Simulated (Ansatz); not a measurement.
Consider the formal exchange of groups at the Se–Al bond: `Cl[CH2][AlH][SeH]` + `CBCl` → `CB(Cl)[SeH]` + `[AlH2][CH2]Cl`.

Computed with Ansatz on PBE0-D4/def2-TZVP structures; ΔE is electronic, products minus reactants. CCSD(T)/CBS is the MP2 limit (def2-TZVPP, def2-QZVPP) plus CCSD(T) − MP2 in def2-TZVPP, frozen cores. For Se outer-core shells are correlated without core-valence functions, which leaves a few kJ/mol of doubt a bond. Scalar relativity is left out up to krypton. Each species was taken in one conformer, which may not be the lowest.

```
          level  ΔE (kcal/mol)
CCSD/def2-TZVPP           14.8
 MP2/def2-QZVPP           14.6
```

**Question.** What does CCSD(T)/CBS give? (Estimate.)

**Answer.** The calculation gave: +15.1 kcal/mol. The listed levels differ from it by -0.3, -0.5 kcal/mol.

Largest T1 diagnostic among the species: 0.011.

In def2-TZVPP, CCSD(T) changes the Hartree–Fock value by −2.4 kcal/mol (the triples alone add −0.4 kcal/mol) and MP2 by −2.6 kcal/mol.
